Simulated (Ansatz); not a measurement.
Relaxation of CH3FN2Si (8 atoms, charge 0, multiplicity 1), to a largest force component of 0.015 eV/Å in at most 40 steps.

Computed with Ansatz 0.2.0, RKS PBE-D4/STO-3G.

```xyz
8
Properties=species:S:1:pos:R:3
N -1.484 -0.434 -0.031
Si 0.052 -0.522 0.575
N 0.701 0.627 -0.807
C 1.271 0.748 0.377
F 2.109 1.537 0.842
H -1.666 0.621 -0.231
H -1.448 -0.777 -0.979
H 0.557 -1.857 0.198
```

Where does it end, and by what steps?

It converged. Limits of this set-up: minimal basis. After 13 steps the energy has fallen by 1.948 eV; H7 moved furthest, 0.71 Å.

```
step  energy less start (eV)  largest force component (eV/Å)  accepted
   0                  0.0000                           5.882       yes
   1                 -1.3005                           2.411       yes
   2                 -1.6893                           0.675       yes
   3                 -1.8070                           0.670       yes
   4                 -1.8807                           0.513       yes
   5                 -1.7063                           3.069        no
   6                 -1.9250                           0.257       yes
   7                 -1.9323                           0.183       yes
   8                 -1.9421                           0.288       yes
   9                 -1.9473                           0.108       yes
  10                 -1.9468                           0.268        no
  11                 -1.9480                           0.042       yes
  12                 -1.9483                           0.037       yes
  13                 -1.9483                           0.013       yes
```

```xyz
8
Properties=species:S:1:pos:R:3
N -1.546 -0.309 0.059
Si 0.214 -0.542 0.003
N 1.379 0.598 -0.952
C 1.321 0.796 0.395
F 1.987 1.699 1.171
H -1.794 0.639 -0.347
H -2.014 -0.994 -0.602
H 0.545 -1.945 0.216
```

The run took 2.3 min on 1 CPU thread of a shared host.
